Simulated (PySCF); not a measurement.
C₄H₁₀NPSi₂.
Atom-mapped SMILES: `[CH3:1][n:2]1[cH:3][p:4][c:5]([SiH3:6])[c:7]1[SiH3:8]`

Geometry (PBE0-D3(BJ)/def2-SVP, Å), atoms numbered from 1 in this order:
```xyz
18
C4H10NPSi2 angstrom
C     -2.2932    0.4214    0.8570
N     -1.2215   -0.4516    0.4227
C     -1.3550   -1.7984    0.3350
P      0.0532   -2.5959   -0.2598
C      0.8491   -1.0110   -0.3945
Si     2.6063   -0.8672   -1.0127
C      0.0078    0.0178    0.0185
Si     0.4340    1.8436    0.0361
H     -2.6901    1.0080    0.0140
H     -1.9368    1.1129    1.6347
H     -3.1057   -0.1820    1.2786
H     -2.3054   -2.2411    0.6374
H      2.7041   -0.0112   -2.2365
H      3.0826   -2.2412   -1.3531
H      3.5206   -0.2870    0.0204
H     -0.4662    2.6232   -0.8702
H      1.8443    1.9807   -0.4214
H      0.2960    2.4233    1.4090
```

NICS = −σ at a ghost point: NICS(0) at the centroid of the ring atoms, NICS(1) 1 Å to either side along the normal of their mean plane, zz for the tensor component along that normal. Level: GIAO CAM-B3LYP/pcSseg-1 (PySCF, non-relativistic, gas phase) on the PBE0-D3(BJ)/def2-SVP geometry, one conformer.

Ring bond lengths (Å): N2–C3 1.356, C3–P4 1.724, P4–C5 1.779, C5–C7 1.392, C7–N2 1.377.

Task: Give the NICS values of each ring in ppm.

Result: 
```tsv
ring	type	NICS(0)	NICS(1), two faces	NICS(1)zz, two faces	rms pucker (Å)	centre to ring atoms, mean (Å)
N2–C3–P4–C5–C7	5-membered ring with N and P; formal bonds all aromatic	-12.0	-11.6 / -11.6	-28.2 / -28.3	0.00	1.29
```

Task: What can be read from them?

Result: 
- N2–C3–P4–C5–C7: mean NICS(1)zz -28.3 ppm, shielded.

Task: And the bond-length index? HOMA = 1 − mean of α(R − Ropt)² over the ring bonds, with Krygowski's 1993 parameters (CC: Ropt 1.388 Å, α 257.7 Å⁻²; CN: Ropt 1.334 Å, α 93.52 Å⁻²; CP: Ropt 1.698 Å, α 118.91 Å⁻²).

Result: 
- N2–C3–P4–C5–C7: HOMA 0.79; the largest term is that of P4–C5, α(R − Ropt)² = 0.77.

Task: What are the shieldings of the ring atoms and their hydrogens in the same run (means over atoms taken as equivalent)?

Result: 
| atoms | environment | σ isotropic (ppm) |
| --- | --- | --- |
| N2 | pyrrole-type nitrogen | 45.1 |
| C3 | aromatic CH next to a ring nitrogen | 8.8 |
| P4 | phosphorus bonded to 2 C | 123.8 |
| C5 | substituted aromatic carbon | 25.1 |
| C7 | substituted aromatic carbon | 36.1 |
| H12 | aromatic hydrogen | 23.24 |

Task: How do the values depend on the level or the medium?

Result: 
| level | NICS(0), N2–C3–P4–C5–C7 | mean NICS(1)zz, N2–C3–P4–C5–C7 |
| --- | --- | --- |
| CAM-B3LYP/pcSseg-1, gas | -12.0 | -28.3 |
| PBE0/pcSseg-1, gas | -12.4 | -28.6 |
| PBE0/pcSseg-1, IEF-PCM dimethylsulfoxide | -12.3 | -28.7 |
| PBE0/pcSseg-1, IEF-PCM methanol | -12.3 | -28.7 |

The geometry is the same throughout; the continuum's cavity takes Bondi-type radii × 1.2.
